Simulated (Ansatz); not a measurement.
Geometry optimisation, Ansatz, RKS BHLYP-D4/def2-SVP.

The input (input.yaml):

```yaml
crystal:
  periodic: [false, false, false]
  atoms:
    - { symbol: "N", position_ang: [0.6702, -2.1207, 1.9518] }
    - { symbol: C, position_ang: [0.3214, -1.54, 0.9587] }
    - { symbol: O, position_ang: [-0.0581, -0.9004, -0.2124] }
    - { symbol: B, position_ang: [0.1596, 0.5839, -0.3168] }
    - { symbol: O, position_ang: [-0.2885, 1.2285, -1.5761] }
    - { symbol: H, position_ang: [0.4823, 1.2336, 0.5945] }
    - { symbol: H, position_ang: [1.18566, 0.87927, -0.7952] }
basis:
  gaussian: { orbitals: def2-SVP }
hamiltonian:
  xc: { name: BHLYP }
  dispersion: d4
relax:
  f_tol: 0.02
  max_steps: 50
```

Command:

```bash
$ ansatz run input.yaml --threads 1 --pin off --max-ram 2048MiB --backend cpu --events-out ev --progress --plain --runs-dir out
```

Problem. Where does it end, and by what steps?

Solution. The forces met the threshold. After 12 steps the energy has fallen by 6.346 eV; H7 moved furthest, 1.38 Å. Parted: B4–H7. Joined: O5–H7.

```json
{"step": "0", "energy less start (eV)": "0.0000", "largest force component (eV/Å)": "6.034", "accepted": "yes"}
{"step": "1", "energy less start (eV)": "-2.4524", "largest force component (eV/Å)": "4.106", "accepted": "yes"}
{"step": "2", "energy less start (eV)": "-4.3813", "largest force component (eV/Å)": "3.225", "accepted": "yes"}
{"step": "3", "energy less start (eV)": "-4.8881", "largest force component (eV/Å)": "7.464", "accepted": "yes"}
{"step": "4", "energy less start (eV)": "-5.6194", "largest force component (eV/Å)": "1.753", "accepted": "yes"}
{"step": "5", "energy less start (eV)": "-5.9005", "largest force component (eV/Å)": "2.208", "accepted": "yes"}
{"step": "6", "energy less start (eV)": "-6.0961", "largest force component (eV/Å)": "1.237", "accepted": "yes"}
{"step": "7", "energy less start (eV)": "-6.2582", "largest force component (eV/Å)": "0.777", "accepted": "yes"}
{"step": "8", "energy less start (eV)": "-6.2675", "largest force component (eV/Å)": "2.304", "accepted": "yes"}
{"step": "9", "energy less start (eV)": "-6.3422", "largest force component (eV/Å)": "0.354", "accepted": "yes"}
{"step": "10", "energy less start (eV)": "-6.3458", "largest force component (eV/Å)": "0.087", "accepted": "yes"}
{"step": "11", "energy less start (eV)": "-6.3463", "largest force component (eV/Å)": "0.021", "accepted": "yes"}
{"step": "12", "energy less start (eV)": "-6.3463", "largest force component (eV/Å)": "0.002", "accepted": "yes"}
```

```xyz
7
Properties=species:S:1:pos:R:3
N 0.257 -2.171 2.034
C 0.210 -1.583 1.051
O 0.148 -0.964 -0.065
B 0.403 0.392 -0.203
O 0.290 0.860 -1.439
H 0.698 1.037 0.759
H 0.466 1.793 -1.533
```

The run took 100 s on 1 thread of Intel(R) Xeon(R) Processor @ 2.50GHz (Skylake/Cascade Lake) (shared host), peak memory 0.15 GiB.
